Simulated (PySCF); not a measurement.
**Electronic structure of Si(2+) (silicon, charge +2) at the M06-2X level**

Configuration: [Ne] 3s2, closed-shell 1S. All numbers are calculated (PySCF 2.14, the spin-free X2C one-electron Hamiltonian (Gaussian nucleus), in x2c-SVPall).

* Total energy: -288.9769 hartree
* One-electron energy: -390.8689 hartree
* Hartree (Coulomb) energy: 122.2095 hartree
* Exchange-correlation energy: -20.3175 hartree
* ⟨S²⟩: 0.0000
* ⟨L²⟩: 0.000
* Sum of ⟨r⟩: 8.509 bohr
* Sum of ⟨r²⟩: 11.84 bohr²
* Langevin diamagnetic susceptibility: -9.37 ×10⁻⁶ cm³/mol
* Time after the integrals: 0.2 s of wall time on 1 thread of Neoverse-N1 (shared host)

```json
{"shell": "1s", "electrons": "2", "mean orbital energy (eV)": "-1851.0", "rms radius, mean of both spins (bohr)": "0.129"}
{"shell": "2s", "electrons": "2", "mean orbital energy (eV)": "-174.40", "rms radius, mean of both spins (bohr)": "0.616"}
{"shell": "2p", "electrons": "6", "mean orbital energy (eV)": "-127.56", "rms radius, mean of both spins (bohr)": "0.600"}
{"shell": "3s", "electrons": "2", "mean orbital energy (eV)": "-30.940", "rms radius, mean of both spins (bohr)": "2.11"}
```

Densities and radii are taken from the X2C orbitals without a picture-change correction, which distorts them close to the nucleus.
